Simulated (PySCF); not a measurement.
**Do core-level shifts follow atomic charges?**

C₅H₅FO.
Geometry (GFN2-xTB, Å), atoms numbered from 1 in this order:
```xyz
12
C5H5FO angstrom
C      1.9819    0.2289    0.0566
C      0.9201   -0.5529   -0.0959
C     -0.4835   -0.1523   -0.0341
C     -1.4640   -1.0519   -0.2083
C     -0.8263    1.2568    0.2223
O     -0.1373    2.2015    0.4023
F     -2.1846    1.4476    0.2452
H      2.9761   -0.1794   -0.0100
H      1.9040    1.2836    0.2496
H      1.0575   -1.6099   -0.2887
H     -2.5057   -0.7847   -0.1680
H     -1.2370   -2.0878   -0.3970
```

Binding energies: delta-SCF UKS SCAN, pcX-2 on the ionised atom, pcseg-1 elsewhere, spin-free X2C (PySCF). Charges: PBE0/pcSseg-1 ground-state density, for the ionised atom.

| atom | environment | C 1s (eV) | Mulliken (e) | IAO (e) | Hirshfeld (e) | ESP (e) |
| --- | --- | --- | --- | --- | --- | --- |
| C1 | terminal =CH2 carbon | 290.29 | -0.098 | -0.292 | -0.086 | -0.404 |
| C4 | terminal =CH2 carbon | 290.80 | +0.029 | -0.248 | -0.056 | -0.436 |
| C2 | alkene CH carbon | 291.14 | -0.136 | -0.150 | -0.052 | -0.167 |
| C3 | fully substituted alkene carbon | 291.88 | -0.479 | -0.062 | -0.011 | +0.025 |

Give the correlation coefficient and slope of binding energy on charge for each scheme.

Hirshfeld: r = 0.99, slope 21.4 eV per e; IAO: r = 0.98, slope 6.4 eV per e; ESP: r = 0.92, slope 2.8 eV per e; Mulliken: r = -0.83, slope -2.5 eV per e. On 4 points no scheme stands out.

The point-charge model writes a binding energy as kq + V + constant, with V the potential of the other atoms' charges at the site. What does it give with the IAO charges?

V = Σ 14.40 eV Å × q/r over all other atoms: +3.72 eV at C1, +4.26 eV at C4, +1.10 eV at C2, +0.90 eV at C3. Fitting binding energy − V to q gives k = 21.7 eV per e and leaves an rms residual of 0.52 eV, against 0.11 eV for the fit on q alone. The model has no term for differences in relaxation between sites.

The unrestricted hole states depart most from a pure doublet (⟨S²⟩ = 0.75; over 0.85 named) for C 1s of C3 (0.89), which makes this value less certain. The structure is a single GFN2-xTB conformer in the gas phase; no vibrational or solvent corrections. GFN2-xTB frequencies show an imaginary mode (21i cm⁻¹), so this geometry is no minimum at that level.
